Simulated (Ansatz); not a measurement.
Geometry optimisation, RHF/def2-SVP in Ansatz.

Input file:

```yaml
crystal:
  periodic: [false, false, false]
  atoms:
    - { symbol: C, position_ang: [-1.483, -0.605, 0.2866] }
    - { symbol: Si, position_ang: [0.0745, -0.0427, 1.0632] }
    - { symbol: O, position_ang: [1.3332, -1.0238, 0.4401] }
    - { symbol: Al, position_ang: [1.8573, 0.5686, -0.3841] }
    - { symbol: O, position_ang: [2.1791, 1.5859, -1.8603] }
    - { symbol: H, position_ang: [-1.449, -0.4622, -0.8299] }
    - { symbol: H, position_ang: [-2.3211, 0.1014, 0.638] }
    - { symbol: H, position_ang: [-1.7166, -1.5936, 0.545] }
    - { symbol: H, position_ang: [0.1458, 0.0358, 2.574] }
    - { symbol: H, position_ang: [1.4628, 1.3845, -2.4697] }
basis:
  gaussian: { orbitals: def2-SVP }
hamiltonian:
  xc: hf
relax:
  f_tol: 0.015
  max_steps: 40
```

Run as:

```bash
$ ansatz run input.yaml --threads 1 --pin off --max-ram 2048MiB --backend cpu --events-out ev --progress --plain --runs-dir out
```

Problem. Where does it end, and by what steps?

Solution. It converged. The force dipped under the threshold on the way, but the program's further checks kept it going. After 14 steps the energy has fallen by 1.553 eV; H10 moved furthest, 1.43 Å.

```
step  energy less start (eV)  largest force component (eV/Å)  accepted
   0                  0.0000                           3.344       yes
   1                 -0.8798                           1.889       yes
   2                 -1.1839                           1.625       yes
   3                 -1.3510                           0.772       yes
   4                 -1.4214                           0.342       yes
   5                 -1.4514                           1.364       yes
   6                 -1.5043                           0.463       yes
   7                 -1.5232                           0.447       yes
   8                 -1.5454                           0.139       yes
   9                 -1.5517                           0.069       yes
  10                 -1.5527                           0.047       yes
  11                 -1.5532                           0.012       yes
  12                 -1.5533                           0.059       yes
  13                 -1.5518                           0.340        no
  14                 -1.5534                           0.007       yes
```

```xyz
10
Properties=species:S:1:pos:R:3
C -1.737 -0.742 0.538
Si -0.026 -0.021 0.807
O 1.235 -0.793 -0.005
Al 1.448 0.738 -0.769
O 2.525 1.269 -1.924
H -1.955 -0.886 -0.521
H -2.500 -0.085 0.962
H -1.815 -1.711 1.040
H 0.185 0.121 2.267
H 2.723 2.059 -2.391
```

Whether the end is a true minimum wasn't checked by a vibrational analysis.

Time of the run: 37 s on 1 thread of Arm Neoverse V1, with other jobs on the host, peak memory 0.19 GiB.
